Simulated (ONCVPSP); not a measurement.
# Pseudopotential generation for boron (B): ONCV, PBEsol, scalar-relativistic.

* Element: boron
* Generator: ONCVPSP 4.0.1
* Type: optimised norm-conserving Vanderbilt (ONCV)
* Functional: PBEsol
* Relativity: scalar-relativistic
* Frozen core: [He]
* Valence charge: 3
* Reference configuration: 2s2 2p1
* Partial waves: 2s: rc 1.30 bohr, ncon 4, nbas 9, qcut 6.5 1/bohr, 1 projector; 2p: rc 3.15 bohr, ncon 4, nbas 7, qcut 4.9 1/bohr, 2 projectors, debl 1.7 Ha; d scattering state at 0.11 Ha: rc 3.40 bohr, ncon 3, nbas 7, qcut 2.8 1/bohr, 2 projectors, debl 2.8 Ha
* Local potential: polynomial inside 0.90 bohr (lpopt 5, dvloc0 4 Ha)
* Core correction: Teter function, parameters optimised by the program

All-electron outer shells of the reference configuration (PBEsol, scalar-relativistic, ld1.x):

```
shell  level (eV)  outermost node (bohr)  outermost maximum (bohr)
   1s     -179.55                      –                      0.21
   2s       -9.36                   0.46                      1.52
   2p       -3.56                      –                      1.59
```

Question: Does the generator finish with these settings?

Answer: Yes, a potential is produced and its reference levels are reproduced.

Question: Estimate the cutoffs (Ha) at which the residual kinetic energy of the hardest occupied pseudo-wave falls to 1 and 0.1 mHa per electron.

Answer: 13 Ha and 17 Ha.

Question: Does the potential have ghost states?

Answer: No bound ghost flagged; no localised positive-energy state flagged.

Question: Which valence shell sets the plane-wave cutoff?

Answer: 2s: 13 Ha for 1 mHa per electron, against 7 Ha for 2p.

Question: Tests: 2s2 2p0; 2s1 2p0; 2s2 2p0.5; 2s1 2p1. Which has the largest error in its energy relative to the reference configuration, and how large is it?

Answer: 2s1 2p0, with +233 meV (all-electron minus pseudo) on +33.40 eV.
